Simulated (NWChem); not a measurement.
Correlation energy of Cl₂Si

```xyz
3

Si     0.0000     0.0000    -0.9417
Cl    -1.6401     0.0000     0.3877
Cl     1.6401     0.0000     0.3877
```
Charge 0, spin multiplicity 1.

The numbers come from NWChem runs, not from measurements. All single points use one geometry, from PBE/def2-SVP, a minimum by its harmonic frequencies.

Basis set: cc-pVDZ. Each correlation energy counts from its own Hartree-Fock reference.

The correlated methods keep 15 core orbitals frozen. The structure started from a generated list of species. Coupled-cluster values serve here as a point of comparison, not as the truth.

Order these methods by the correlation energy they give, lowest first: CCSD(T), CR-CCSD(T), SCS-MP2, CCSD, MP2.

CCSD(T) (-388.0 mHa), CR-CCSD(T) (-385.7 mHa), CCSD (-377.8 mHa), MP2 (-344.1 mHa), SCS-MP2 (-334.1 mHa)
